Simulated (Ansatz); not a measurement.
The cluster Sn₃O₉H₆ (the lowest singlet isomer of a short search), 18 atoms. Hardware: 4 threads of Arm Neoverse V2 on a shared host.

In the def2 sets Sn takes a core potential; there is no spin–orbit coupling. Correlated methods freeze 21 core orbitals; core or outer-core shells of Sn are correlated, in sets that lack core-valence functions.

Q: How many basis functions does each of these Ansatz runs have, and roughly what does it cost? B3LYP-D4/def2-TZVP, charge 0 singlet, energy, from earlier orbitals; revPBE-D4/def2-TZVP, charge 0 singlet, energy, from earlier orbitals; B3LYP-D4/def2-SVP, charge 1 doublet at the geometry of the charge 0 singlet, energy, from earlier orbitals; PBE0-D4/def2-SVP, charge 0 singlet, energy, from earlier orbitals; HF/STO-3G, charge 0 singlet, energy; r2SCAN-D4/def2-SVP, charge 0 singlet, relaxation, 36 steps; RPA@PBE/def2-SVP, charge 0 singlet, energy, from earlier orbitals; PBE-D4/def2-SVP, charge 1 doublet at the geometry of the charge 0 singlet, energy, from earlier orbitals; r2SCAN-D4/def2-SVP, charge 0 triplet at the geometry of the charge 0 singlet, energy, from earlier orbitals; PBE0-D4/def2-TZVP, charge 0 singlet, energy, from earlier orbitals; PBE-D4/def2-SVP, charge -1 doublet at the geometry of the charge 0 singlet, energy, from earlier orbitals; B3LYP-D4/def2-SVP, charge -1 doublet at the geometry of the charge 0 singlet, energy, from earlier orbitals.

A: Other jobs shared the machine, so times can vary by a factor of up to 3. A dash marks memory too small to be measured apart from the calling script's.

```csv
run,functions,fitting or Cholesky vectors,wall time,peak host memory (GiB)
"HF/STO-3G, charge 0 singlet, energy",132,1876,4.8 s,0.86
"PBE0-D4/def2-SVP, charge 0 singlet, energy, from earlier orbitals",234,2494,8.5 s,0.96
"revPBE-D4/def2-TZVP, charge 0 singlet, energy, from earlier orbitals",465,2787,11 s,1.3
"PBE-D4/def2-SVP, charge -1 doublet at the geometry of the charge 0 singlet, energy, from earlier orbitals",234,2508,12 s,–
"PBE-D4/def2-SVP, charge 1 doublet at the geometry of the charge 0 singlet, energy, from earlier orbitals",234,2508,13 s,–
"RPA@PBE/def2-SVP, charge 0 singlet, energy, from earlier orbitals",234,2494,17 s,0.99
"B3LYP-D4/def2-SVP, charge 1 doublet at the geometry of the charge 0 singlet, energy, from earlier orbitals",234,2494,18 s,1.4
"B3LYP-D4/def2-SVP, charge -1 doublet at the geometry of the charge 0 singlet, energy, from earlier orbitals",234,2495,19 s,1.4
"B3LYP-D4/def2-TZVP, charge 0 singlet, energy, from earlier orbitals",465,2919,29 s,3
"PBE0-D4/def2-TZVP, charge 0 singlet, energy, from earlier orbitals",465,3006,31 s,3
"r2SCAN-D4/def2-SVP, charge 0 triplet at the geometry of the charge 0 singlet, energy, from earlier orbitals",234,2508,41 s,–
"r2SCAN-D4/def2-SVP, charge 0 singlet, relaxation, 36 steps",234,2508,4.1 min,–
```
